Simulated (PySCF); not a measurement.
Screening by computed properties: pick the candidate that meets the target.

All species are isolated and taken at one optimised geometry, non-relativistic unless stated; the electronic structure was computed with PySCF and density fitting.

The conformers computed, where there is a choice (atom-mapped SMILES and torsion angles):
- `[CH3:1][O:2][c:3]1[cH:4][cH:5][c:6]([C:7](=[O:8])[F:9])[o:10]1`: C1–O2–C3–C4 180°, C5–C6–C7–O8 0°
- `[F:1][C@:2]([Cl:3])([CH2:4][SiH3:5])[SiH2:6][CH2:7][Cl:8]`: F1–C2–C4–Si5 -55°, F1–C2–Si6–C7 -54°, C2–Si6–C7–Cl8 177°
- `[CH3:1][S:2][c:3]1[cH:4][cH:5][c:6]([CH3:7])[p:8][cH:9]1`: C1–S2–C3–C4 180°
- `[CH:1]#[C:2]/[CH:3]=[C:4](\[C:5]#[CH:6])[NH:7][C:8]([CH3:9])=[O:10]`: C3–C4–N7–C8 0°, C4–N7–C8–C9 180°
- `[CH3:1][C:2](=[O:3])[Si@@H:4]([O:5][SiH3:6])[Si@H:7]([CH3:8])[PH2:9]`: C1–C2–Si4–O5 -3°, C2–Si4–O5–Si6 167°, C2–Si4–Si7–C8 -164°, H–P9–Si7–Si4 51°, H–P9–Si7–Si4 -42°

Question: Wanted: smallest rotational constant between 0.6 GHz and 0.65 GHz (GFN2-xTB) and HOMO energy above -7.5 eV (PBE0/pcSseg-1), at GFN2-xTB geometries. Which candidate meets both?
A. `C#C/C=C(\C#C)NC(C)=O`
B. `COC1=CC=C(C(=O)F)O1`
C. `C[C+]1C=C(Cl)CC1`
D. `F[C@](Cl)(C[SiH3])[SiH2]CCl`
E. `CSc1ccc(C)pc1`

Answer: A. Computed values:
```
                    species  smallest rotational constant  HOMO energy
F[C@](Cl)(C[SiH3])[SiH2]CCl                     0.423 GHz     -8.14 eV
              CSc1ccc(C)pc1                     0.560 GHz     -6.17 eV
       C#C/C=C(\C#C)NC(C)=O                     0.615 GHz     -6.41 eV
        COC1=CC=C(C(=O)F)O1                     0.683 GHz     -6.78 eV
           C[C+]1C=C(Cl)CC1                     1.072 GHz    -13.43 eV
```

Question: Wanted: dipole moment between 3 D and 4 D (PBE0/pcSseg-1) and HOMO–LUMO gap above 5.4 eV (PBE0/pcSseg-1), at GFN2-xTB geometries. Which candidate meets both?
A. `[SiH2]([C@](C[SiH3])(Cl)F)CCl`
B. `C(=O)([Si@H]([Si@@H](P)C)O[SiH3])C`
C. `COc1ccc(C(=O)F)o1`
D. `C#C/C=C(\C#C)NC(C)=O`
E. `c1(ccc(C)pc1)SC`

Answer: B. Computed values:
| species | dipole moment | HOMO–LUMO gap |
| --- | --- | --- |
| c1(ccc(C)pc1)SC | 0.46 D | 4.73 eV |
| [SiH2]([C@](C[SiH3])(Cl)F)CCl | 2.24 D | 7.90 eV |
| C(=O)([Si@H]([Si@@H](P)C)O[SiH3])C | 3.65 D | 5.52 eV |
| C#C/C=C(\C#C)NC(C)=O | 4.14 D | 4.84 eV |
| COc1ccc(C(=O)F)o1 | 4.84 D | 5.23 eV |
